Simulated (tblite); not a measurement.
A geometry optimisation, step by step.

Species: C₁₁H₇F.
Bonds: C1–C2 (triple), C2–C3, C3–C4 (triple), C4–C5, C5–C6 (aromatic), C6–C7 (aromatic), C7–C8 (aromatic), C8–C9, C8–C10 (aromatic), C10–C11 (aromatic), C11–F12, C5–C11 (aromatic). Hydrogens: H13 on C1; H14 on C6; H15 on C7; H16, H17, H18 on C9; H19 on C10.

Computed with GFN2-xTB (tblite), gas phase: L-BFGS steps from a force-field or distance-geometry start until the largest atomic force falls under 0.01 eV/Å. 8 of its 23 geometries are shown.

Step 0: E = -862.6151 eV, largest atomic force 3.911 eV/Å
```
atom  x, y, z in Å  |  force x, y, z in eV/Å
C1      5.922   -0.933    0.478   -1.765   0.314  -0.135
C2      4.729   -0.725    0.375   -3.041   0.486  -0.172
C3      3.230   -0.475    0.267    3.852  -0.634   0.236
C4      2.040   -0.262    0.160    0.398  -0.137   0.112
C5      0.634   -0.030    0.063    0.742   0.201  -0.168
C6      0.168    1.223   -0.357   -0.417   0.186  -0.041
C7     -1.200    1.466   -0.470    0.371  -0.180   0.161
C8     -2.121    0.461   -0.156    0.089  -0.271  -0.128
C9     -3.594    0.701   -0.313   -0.338   0.204   0.428
C10    -1.661   -0.802    0.241    0.511   0.433  -0.096
C11    -0.290   -1.035    0.344   -0.741   0.354  -0.058
F12     0.125   -2.251    0.737    0.088  -0.075   0.014
H13     6.954   -1.110    0.574   -0.145   0.026  -0.034
H14     0.880    2.019   -0.594   -0.233  -0.404   0.120
H15    -1.547    2.451   -0.793    0.104  -0.438   0.134
H16    -4.176    0.095    0.403    0.291   0.134  -0.410
H17    -3.840    1.756   -0.105    0.135  -0.382  -0.231
H18    -3.916    0.455   -1.333    0.066   0.071   0.290
H19    -2.346   -1.607    0.470    0.032   0.112  -0.021
```

Step 3: E = -863.0606 eV, largest atomic force 1.259 eV/Å
```
atom  x, y, z in Å  |  force x, y, z in eV/Å
C1      5.848   -0.920    0.473    0.152  -0.020   0.030
C2      4.656   -0.714    0.372   -0.099   0.000   0.022
C3      3.299   -0.486    0.269   -0.183   0.037  -0.041
C4      2.099   -0.276    0.169   -0.424   0.063  -0.010
C5      0.673   -0.029    0.058    0.524  -0.121   0.011
C6      0.167    1.220   -0.355    0.106  -0.328   0.111
C7     -1.197    1.457   -0.464    0.314  -0.194   0.085
C8     -2.121    0.459   -0.163   -0.059  -0.093   0.008
C9     -3.596    0.705   -0.303    0.128  -0.003  -0.032
C10    -1.656   -0.791    0.238    0.471   0.140  -0.038
C11    -0.289   -1.019    0.343    0.192   0.209  -0.051
F12     0.124   -2.247    0.735   -0.040   0.142  -0.041
H13     6.912   -1.103    0.569   -1.235   0.212  -0.125
H14     0.871    2.005   -0.590   -0.005   0.005   0.003
H15    -1.542    2.432   -0.787    0.047  -0.129   0.052
H16    -4.167    0.096    0.391    0.017  -0.103   0.009
H17    -3.836    1.746   -0.114    0.024   0.088  -0.048
H18    -3.913    0.459   -1.319   -0.006   0.019   0.061
H19    -2.340   -1.597    0.468    0.073   0.074  -0.005
```

Step 6: E = -863.1383 eV, largest atomic force 0.495 eV/Å
```
atom  x, y, z in Å  |  force x, y, z in eV/Å
C1      5.813   -0.914    0.471   -0.002   0.003   0.006
C2      4.629   -0.711    0.373   -0.119   0.016  -0.001
C3      3.295   -0.484    0.266   -0.487   0.076  -0.040
C4      2.100   -0.277    0.171   -0.286   0.046  -0.030
C5      0.701   -0.035    0.057   -0.082   0.058  -0.008
C6      0.181    1.204   -0.349   -0.089   0.104  -0.044
C7     -1.182    1.442   -0.457    0.249   0.023  -0.015
C8     -2.117    0.456   -0.165    0.039  -0.044   0.043
C9     -3.590    0.706   -0.301    0.099  -0.015  -0.023
C10    -1.635   -0.784    0.236    0.212  -0.012   0.002
C11    -0.268   -1.006    0.340   -0.184  -0.158   0.025
F12     0.122   -2.237    0.732    0.102  -0.066   0.033
H13     6.842   -1.091    0.562   -0.004   0.001  -0.008
H14     0.867    2.000   -0.588    0.115   0.060  -0.010
H15    -1.534    2.415   -0.780    0.141  -0.093   0.049
H16    -4.163    0.090    0.388    0.045  -0.036   0.031
H17    -3.832    1.750   -0.119    0.053   0.019   0.005
H18    -3.913    0.461   -1.313    0.010  -0.007  -0.027
H19    -2.326   -1.585    0.466    0.188   0.025   0.011
```

Step 9: E = -863.1645 eV, largest atomic force 0.185 eV/Å
```
atom  x, y, z in Å  |  force x, y, z in eV/Å
C1      5.786   -0.908    0.470   -0.125   0.021  -0.008
C2      4.599   -0.707    0.373    0.041  -0.008   0.002
C3      3.264   -0.479    0.263    0.062  -0.020   0.015
C4      2.072   -0.273    0.169   -0.012  -0.003  -0.006
C5      0.688   -0.033    0.056   -0.039   0.008  -0.007
C6      0.190    1.208   -0.351   -0.028   0.058  -0.020
C7     -1.166    1.437   -0.455   -0.093   0.084  -0.026
C8     -2.104    0.454   -0.163   -0.030   0.017  -0.028
C9     -3.580    0.704   -0.301    0.062  -0.016  -0.012
C10    -1.619   -0.783    0.236   -0.113  -0.058   0.020
C11    -0.264   -1.015    0.341   -0.018  -0.041   0.011
F12     0.133   -2.241    0.735    0.099  -0.054   0.023
H13     6.819   -1.087    0.558   -0.146   0.026  -0.015
H14     0.878    2.003   -0.588    0.116   0.020   0.000
H15    -1.516    2.403   -0.774    0.012   0.172  -0.045
H16    -4.154    0.085    0.389    0.102   0.031  -0.015
H17    -3.823    1.751   -0.120    0.083  -0.067   0.013
H18    -3.911    0.460   -1.313    0.080  -0.003   0.038
H19    -2.302   -1.580    0.467   -0.055  -0.167   0.059
```

Step 13: E = -863.1773 eV, largest atomic force 0.078 eV/Å
```
atom  x, y, z in Å  |  force x, y, z in eV/Å
C1      5.762   -0.904    0.469    0.002  -0.002  -0.001
C2      4.578   -0.704    0.372   -0.021   0.000  -0.002
C3      3.247   -0.479    0.263   -0.016  -0.003   0.005
C4      2.057   -0.271    0.167   -0.033   0.007  -0.006
C5      0.675   -0.030    0.054    0.001   0.004  -0.009
C6      0.191    1.217   -0.354   -0.021  -0.021   0.008
C7     -1.166    1.447   -0.459    0.025  -0.003  -0.003
C8     -2.095    0.452   -0.165    0.026  -0.004  -0.006
C9     -3.566    0.701   -0.302    0.019  -0.005   0.003
C10    -1.623   -0.793    0.239    0.010  -0.020   0.000
C11    -0.266   -1.023    0.343   -0.006   0.037  -0.007
F12     0.152   -2.245    0.738    0.000   0.075  -0.021
H13     6.791   -1.081    0.555    0.034  -0.004   0.002
H14     0.897    2.002   -0.586   -0.030  -0.059   0.022
H15    -1.507    2.422   -0.777   -0.042  -0.019   0.009
H16    -4.135    0.085    0.390    0.017  -0.029   0.029
H17    -3.805    1.745   -0.118    0.034   0.031   0.011
H18    -3.897    0.458   -1.312    0.035  -0.016  -0.028
H19    -2.299   -1.601    0.476   -0.035   0.033  -0.008
```

Step 16: E = -863.1785 eV, largest atomic force 0.037 eV/Å
```
atom  x, y, z in Å  |  force x, y, z in eV/Å
C1      5.760   -0.904    0.469   -0.008   0.000  -0.001
C2      4.575   -0.704    0.372    0.018  -0.007   0.004
C3      3.244   -0.479    0.263    0.008  -0.006   0.003
C4      2.054   -0.271    0.166    0.001   0.001  -0.003
C5      0.674   -0.030    0.053   -0.011   0.004  -0.001
C6      0.189    1.216   -0.354   -0.001   0.011  -0.007
C7     -1.166    1.448   -0.460   -0.027  -0.011   0.000
C8     -2.093    0.451   -0.165   -0.026   0.004   0.001
C9     -3.564    0.701   -0.301    0.002   0.000   0.000
C10    -1.623   -0.794    0.238   -0.014   0.026  -0.011
C11    -0.267   -1.020    0.342   -0.007  -0.014  -0.001
F12     0.155   -2.239    0.737    0.019  -0.021   0.012
H13     6.790   -1.081    0.554   -0.013   0.004  -0.002
H14     0.897    1.997   -0.584    0.018   0.022  -0.003
H15    -1.511    2.422   -0.776   -0.019  -0.030   0.011
H16    -4.130    0.083    0.392    0.023   0.006  -0.010
H17    -3.800    1.747   -0.117    0.021  -0.019  -0.002
H18    -3.892    0.457   -1.313    0.022   0.000   0.017
H19    -2.303   -1.599    0.476   -0.008   0.031  -0.009
```

Step 19: E = -863.1789 eV, largest atomic force 0.019 eV/Å
```
atom  x, y, z in Å  |  force x, y, z in eV/Å
C1      5.759   -0.904    0.469    0.003  -0.002   0.000
C2      4.574   -0.705    0.372   -0.009  -0.002   0.002
C3      3.243   -0.479    0.264   -0.004  -0.003   0.001
C4      2.053   -0.271    0.166    0.005   0.000  -0.001
C5      0.673   -0.029    0.052    0.005  -0.002  -0.001
C6      0.189    1.217   -0.354    0.007   0.005  -0.004
C7     -1.167    1.447   -0.460    0.010   0.005   0.000
C8     -2.093    0.451   -0.166    0.014  -0.003   0.003
C9     -3.562    0.700   -0.301    0.002  -0.001   0.001
C10    -1.624   -0.794    0.238    0.010  -0.011   0.004
C11    -0.268   -1.020    0.342    0.008  -0.006  -0.001
F12     0.157   -2.239    0.737   -0.004  -0.008   0.005
H13     6.789   -1.081    0.554    0.000   0.001  -0.001
H14     0.898    1.997   -0.584   -0.004   0.015  -0.003
H15    -1.514    2.420   -0.775   -0.018   0.007  -0.002
H16    -4.127    0.082    0.392   -0.005  -0.002   0.002
H17    -3.796    1.746   -0.117   -0.003   0.005   0.000
H18    -3.888    0.456   -1.313   -0.002  -0.001  -0.005
H19    -2.305   -1.596    0.476   -0.015   0.003  -0.001
```

Step 22: E = -863.1790 eV, largest atomic force 0.007 eV/Å
```
atom  x, y, z in Å  |  force x, y, z in eV/Å
C1      5.759   -0.904    0.469   -0.004  -0.001   0.000
C2      4.574   -0.705    0.372    0.003  -0.004   0.002
C3      3.243   -0.480    0.264    0.000  -0.003   0.001
C4      2.053   -0.270    0.165   -0.004   0.002  -0.001
C5      0.673   -0.029    0.052    0.000   0.002  -0.004
C6      0.189    1.218   -0.355   -0.001  -0.001   0.001
C7     -1.167    1.448   -0.460    0.002   0.003   0.000
C8     -2.092    0.450   -0.165    0.005   0.000  -0.001
C9     -3.561    0.700   -0.301    0.007  -0.002   0.000
C10    -1.623   -0.794    0.238    0.000   0.000   0.000
C11    -0.267   -1.021    0.342    0.001   0.003   0.001
F12     0.158   -2.240    0.738   -0.001   0.004  -0.001
H13     6.789   -1.080    0.554    0.003   0.000  -0.001
H14     0.898    1.999   -0.584   -0.007   0.000   0.000
H15    -1.518    2.419   -0.775    0.000  -0.002   0.001
H16    -4.126    0.082    0.392   -0.003   0.001  -0.001
H17    -3.795    1.746   -0.117   -0.002  -0.002  -0.001
H18    -3.887    0.456   -1.313    0.000   0.000   0.001
H19    -2.308   -1.595    0.475    0.002  -0.001   0.000
```

**Question.** Summarise the path.

**Answer.** The energy falls by 54.40 kJ/mol from step 0 to step 22; nine tenths of that is first reached at step 6. It falls at every step. The largest force goes from 3.911 to 0.007 eV/Å. Among the bonds C2–C3 changes most, from 1.524 to 1.355 Å; the atoms move by 0.073 Å rms after alignment.

What follows is the cost of the whole relaxation. On one thread, Arm Neoverse V1 (aarch64), shared host with 32 logical CPUs at a one-minute load of 13, this took 0.19 s of wall time.
